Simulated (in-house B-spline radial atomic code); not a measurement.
Levels of two electrons outside the [He] 2s2 core along the 6-electron series, above the ground level 2p2 J0; labels give the leading configuration and J, and a prime marks the next level of the same label. Computed with an all-electron radial atomic-structure program (B-spline basis): configuration interaction with many-body perturbation theory for the core, Breit and QED.

```tsv
ion	Z	first ionisation energy (eV)	excitation of 2p2 J1 (eV)	core correlation Breit and QED part of 2p2 J1 (eV)	excitation of 2p2 J2 (eV)	core correlation Breit and QED part of 2p2 J2 (eV)
Sc15+	21	1010.3	2.8016	-0.071511	5.5501	-0.30901
Ti16+	22	1132.1	3.6171	-0.082882	6.8619	-0.35266
V17+	23	1260.9	4.6164	-0.095817	8.3838	-0.39884
Cr18+	24	1396.8	5.828	-0.1105	10.135	-0.44752
Mn19+	25	?	?	?	?	?
Fe20+	26	?	?	?	?	?
Co21+	27	1847.1	11.04	-0.16954	16.981	-0.61486
Ni22+	28	2011.6	13.41	-0.19749	19.878	-0.68257
Cu23+	29	2183.2	16.15	-0.2311	23.132	-0.75856
Zn24+	30	?	?	?	?	?
Ga25+	31	2548.4	22.898	-0.30584	30.859	-0.92653
Ge26+	32	2742.0	26.978	-0.34737	35.405	-1.0199
```

(1) Fill in the row of Mn19+.

(2) Fill in the row of Fe20+.

(3) Fill in the row of Zn24+.

Answers

(1) first ionisation energy (eV): 1539.8; excitation of 2p2 J1 (eV): 7.2821; core correlation Breit and QED part of 2p2 J1 (eV): -0.12688; excitation of 2p2 J2 (eV): 12.136; core correlation Breit and QED part of 2p2 J2 (eV): -0.4986.

(2) first ionisation energy (eV): 1689.9; excitation of 2p2 J1 (eV): 9.0087; core correlation Breit and QED part of 2p2 J1 (eV): -0.14666; excitation of 2p2 J2 (eV): 14.409; core correlation Breit and QED part of 2p2 J2 (eV): -0.55441.

(3) first ionisation energy (eV): 2362.1; excitation of 2p2 J1 (eV): 19.298; core correlation Breit and QED part of 2p2 J1 (eV): -0.27004; excitation of 2p2 J2 (eV): 26.777; core correlation Breit and QED part of 2p2 J2 (eV): -0.84277.
